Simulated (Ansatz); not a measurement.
Consider the formal exchange of groups at a B–C bond: `OB(Cl)C[SiH3]` + `O=CCCl` → `OB(Cl)CCl` + `O=CC[SiH3]`.

Calculated with Ansatz (gas phase, PBE0-D4/def2-TZVP geometries, no zero-point term in ΔE). CBS: MP2 limit from def2 TZ/QZ plus the TZ coupled-cluster correction, frozen cores. DFT in def2-TZVPP. HSE06 is defined as in plane-wave codes. One conformer a species, not always the lowest.

Question: Is it downhill or uphill in electronic energy at CCSD(T)/CBS, and by how much? (An estimate is asked.)

Answer: Computed: Uphill: ΔE = +7.0 kJ/mol.

Question: What do these levels give: BLYP-D4, r2SCAN-D4, r2SCAN0-D4, HSE06-D4, B2PLYP, PBE, PBE0, r2SCAN0, HF/def2-SVP, HF/def2-TZVPP, HF/def2-QZVPP, MP2/def2-QZVPP? (An estimate is asked.)

Answer: Computed: BLYP-D4 5.1, r2SCAN-D4 6.6, r2SCAN0-D4 7.0, HSE06-D4 6.8, B2PLYP 6.6, PBE 5.6, PBE0 6.5, r2SCAN0 6.8, HF/def2-SVP 2.8, HF/def2-TZVPP 9.5, HF/def2-QZVPP 9.6, MP2/def2-QZVPP 8.8 kJ/mol.

Question: What do rigid-rotor, harmonic-oscillator terms from PBE0-D4/def2-TZVP frequencies (298.15 K, 1 bar) make of the CCSD(T)/CBS value? (Estimate.)

Answer: Computed: ΔZPE = -0.6 kJ/mol, ΔH = +6.1 kJ/mol, ΔS = -10 J/(mol·K), ΔG = +9.1 kJ/mol. Modes under 50 cm⁻¹ make the entropy rough.

Largest T1 diagnostic among the species: 0.014.

Leaving LDA and LC-ωPBE aside and taking each functional with its dispersion term where it has one, the values, not all of them listed here, spread over 2.7 kJ/mol, from BLYP-D4 to B97M-V. LDA lies −5.3 kJ/mol from PBE without D4. At CCSD(T), def2-SVP lies −3.9 kJ/mol from the extrapolated value and def2-TZVPP −0.2 kJ/mol.
